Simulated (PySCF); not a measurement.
**Spinor energies of Kr⁺ (krypton, charge +1)**

Start: [Ar] 3d10 4s1 4p5 4d1; 4s1/2 filled at m_j = +1/2; 4p1/2 filled at m_j = -1/2, +1/2; 4p3/2 filled at m_j = -1/2, +1/2, +3/2; 4d5/2 filled at m_j = +5/2. Calculated with PySCF 2.14 in x2c-SVPall-2c with one added diffuse shell each of s, p, d type (6s7p4d, 47 functions): generalised Hartree-Fock with the X2C-1e Hamiltonian and a Gaussian nucleus; one run each with spin-orbit coupling (SO) switched off, then screened by Boettger's factors. This is a chosen level, not necessarily the ground level.

| spinor shell | electrons | ε, spin-free (eV) | ε, screened SO (eV) | weight of nominal j (screened SO) | rms radius, screened SO (bohr) |
| --- | --- | --- | --- | --- | --- |
| 1s1/2 | 2 | -14417.9 | -14417.5 | 1.000 | 0.0478 |
| 2s1/2 | 2 | -1977.3 | -1977.2 | 1.000 | 0.199 |
| 2p1/2 | 2 | -1745.6 | -1782.6 | 1.000 | 0.175 |
| 3s1/2 | 2 | -322.56 | -322.50 | 1.000 | 0.566 |
| 3p1/2 | 2 | -246.43 | -252.28 | 0.998 | 0.574 |
| 3p3/2 | 4 | -246.43 | -243.55 | 0.999 | 0.584 |
| 3d3/2 | 4 | -119.67 | -120.46 | 0.976 | 0.609 |
| 3d5/2 | 6 | -119.67 | -119.07 | 0.984 | 0.611 |
| 4s1/2 | 1 | -49.461 | -49.423 | 1.000 | 1.63 |
| 4p3/2 | 3 | -27.788 | -28.311 | 0.775 | 1.94 |
| 4p1/2 | 2 | -27.788 | -27.109 | 0.663 | 1.92 |
| 4d5/2 | 1 | -9.023 | -9.001 | 1.000 | 3.03 |

Question: Where does 2p3/2 lie, and what is the 2p spin-orbit splitting (screened SO)?

Answer: At -1727.8 eV, 54.885 eV above 2p1/2.

```tsv
quantity	spin-free	screened SO
E (hartree)	-2786.01520	-2786.16713
M_J	9/2	9/2
⟨J²⟩	24.758	24.757
⟨L²⟩	12.002	12.006
⟨S²⟩	3.756	3.759
```

Each row is a mean over spinors that exchange with the open shell spreads, by up to 6.388 eV (4p3/2).

Rows whose weight is well below 1 are mixtures of j = l ± 1/2: exchange outweighs spin-orbit coupling there, and the label is only the starting occupation.

Without spin-orbit coupling the j labels of p, d and f shells carry no meaning; the spin-free column gives the mean over the occupied spinors of each nl shell.
